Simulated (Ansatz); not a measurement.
The same ligand exchange along the group Al, Ga, In.

Computed with Ansatz on PBE0-D4/def2-TZVP structures; ΔE is electronic, products minus reactants. CBS: MP2 limit from def2 TZ/QZ plus the TZ coupled-cluster correction, frozen cores. This one scheme is used for every species. DFT in def2-TZVPP. Elements past krypton have def2 core potentials. For Ga, In outer-core shells are correlated without core-valence functions, which leaves a few kJ/mol of doubt a bond. Scalar relativity is left out up to krypton. One conformer a species, not always the lowest.

```tsv
reaction	CCSD(T)/CBS(def2) (kJ/mol)
`[OH][Al]([OH])[F]` + H₂S → `[OH][Al]([F])[SH]` + H₂O	20
`[OH][Ga]([OH])[F]` + H₂S → `[OH][Ga]([F])[SH]` + H₂O	-40
`[OH][In]([OH])[F]` + H₂S → `[OH][In]([F])[SH]` + H₂O	?
```

Task: Fill in the missing values. (An estimate is asked.)

Result: Ansatz gave: `[OH][In]([OH])[F]` + H₂S → `[OH][In]([F])[SH]` + H₂O: -72.9 kJ/mol.

Largest T1 diagnostic: 0.017, for `[OH][In]([OH])[F]`.
